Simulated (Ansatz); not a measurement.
Input for Ansatz (development build ahead of 0.2.0):

```yaml
crystal:
  periodic: [false, false, false]
  atoms:
    - { symbol: Zr, position_ang: [0.0, 0.0, 0.0] }
basis:
  gaussian: { orbitals: STO-3G }
magnetization:
  initial_magnetization: 2
hamiltonian:
  xc: hf
correlation:
  method: mp2
  frozen_orbitals: { Zr: 14 }
```

The input is written out in the form of the current development build from the run's settings. Correlation on restricted open-shell orbitals is semicanonical, with singles.

Results

* Converged: yes
* Reference energy: -3503.03420 hartree
* Correlation energy: -0.07486 hartree
* Total energy: -3503.10906 hartree
* Spin squared of the determinant: 2.000

Caution: no unrestricted run beside it, a lower state can exist.
